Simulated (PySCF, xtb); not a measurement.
CH3Cl2Si, SMILES C[Si](Cl)Cl (connectivity only; charge and spin as stated), charge +1, multiplicity 1.

Coordinates come from a B3LYP-D3(BJ)/def2-SVP optimisation. The multiplicity is an assumed one; other spin states were not compared. The isomer is the one that the SMILES or the coordinates give; other isomers of the formula were not compared.

These are C-PCM-M06-2X/def2-SVP (PySCF 2.14.0) values and carry that method's errors.

The values are the electrostatic part of the solvation free energy, E(continuum) − E(gas) at the gas-phase geometry, in a cavity of scaled van der Waals radii (PySCF's table); cavitation and dispersion terms are not included. In vacuum the orbital gap is 9.23 eV.

```json
[
 {"solvent": "water", "ε": "78.36", "ΔG(elec) (kcal/mol)": "-57.3", "gap (eV)": "9.51"},
 {"solvent": "2-propanol", "ε": "19.26", "ΔG(elec) (kcal/mol)": "-55.0", "gap (eV)": "9.49"},
 {"solvent": "dichloromethane", "ε": "8.93", "ΔG(elec) (kcal/mol)": "-51.4", "gap (eV)": "9.48"}
]
```

For comparison, GFN2-xTB/ALPB(water) (xtb, at the GFN2-xTB geometry, all terms of that model) gives -52.7 kcal/mol.
